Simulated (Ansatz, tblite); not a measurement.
Cost and result up the ladder for Ag₂Cl (3 atoms). Charge 0, multiplicity 2. Geometry: PBE-D4/def2-TZVP.

| atom | x (Å) | y (Å) | z (Å) |
| --- | --- | --- | --- |
| Ag1 | -0.203 | 1.137 | -1.003 |
| Ag2 | 1.072 | -1.087 | -0.104 |
| Cl3 | -0.869 | -0.050 | 1.107 |

Ansatz on 4 threads of Arm Neoverse V1 on a shared host; xTB runs through tblite on one thread. Times are rough, summed over both states, and most runs start from the orbitals of an earlier one. CCSD(T)/def2-TZVP serves as the yardstick here, not as an exact answer. The other state is a quartet at its own geometry.

In the def2 sets Ag takes a core potential; there is no spin–orbit coupling. The xTB rows come from tblite. Correlated methods freeze 5 core orbitals; core or outer-core shells of Ag are correlated, in sets that lack core-valence functions. In CCSD on the charge 0 quartet the largest single amplitude is 0.20, so its Hartree–Fock determinant may place the open shell otherwise than the density functionals do. HOMO above LUMO, or a gap near zero within one spin, warns that the state may not be the lowest or that an electron is smeared out. The structure comes from a short search, and lower isomers may exist.

Run but left out: HF/STO-3G (doublet: ⟨S²⟩ 1.99, where a pure state has 0.75).

Second-order perturbation terms are unreliable where d shells bring near-degenerate states, and here PBE-QIDH/def2-TZVP lies more than 0.4 eV from the median of the functionals without such a term.

Correlated methods converge slowly with the basis.

xTB has no spin-polarisation term.

```csv
level,functions,wall time,quartet − doublet (eV),difference from CCSD(T)/def2-TZVP (eV),remarks
GFN1-xTB,27,0.006 s,3.39,-0.85,–
GFN2-xTB,27,0.007 s,2.77,-1.48,–
LDA (SPW92)/def2-TZVP,117,1.9 s,3.26,-0.99,gap within one spin near zero (quartet)
PBE-D4/def2-TZVP,117,3.4 s,3.16,-1.09,–
RPA@PBE/def2-TZVP,117,6.6 s,3.19,-1.06,–
PBE-QIDH/def2-TZVP,117,10 s,4.17,-0.08,–
r2SCAN-D4/def2-TZVP,117,10 s,3.18,-1.06,–
r2SCAN0-D4/def2-TZVP,117,19 s,3.64,-0.61,–
PBE0-D4/def2-TZVP (with forces),117,19 s,3.64,-0.61,–
ωB97X-V/def2-TZVP,117,26 s,4.02,-0.23,–
ωB97M-V/def2-TZVP,117,36 s,4.06,-0.19,–
CCSD(T)/def2-TZVP,117,74 s,4.25,0.00,–
```
